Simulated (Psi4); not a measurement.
Psi4 input (wB97X-D/6-311+G**):

```
memory 1500 MB

molecule {
1 2
Li   -0.00000000   -0.00000000   -2.02545249
Cl    0.00000000    0.00000000    0.35743279
symmetry c1
no_reorient
no_com
}

set {
  basis 6-311+G**
  reference uks
  scf_type pk
  dft_radial_points 99
  dft_spherical_points 590
  e_convergence 1e-8
  d_convergence 1e-7
  maxiter 150
}

e = energy('wb97x-d')
print_out(f'\nFINAL {e:.10f} DIPOLE {variable("CURRENT DIPOLE")[0]:.6f} {variable("CURRENT DIPOLE")[1]:.6f} {variable("CURRENT DIPOLE")[2]:.6f}\n')
```

Predict the final energy.

-467.45418 Eh.
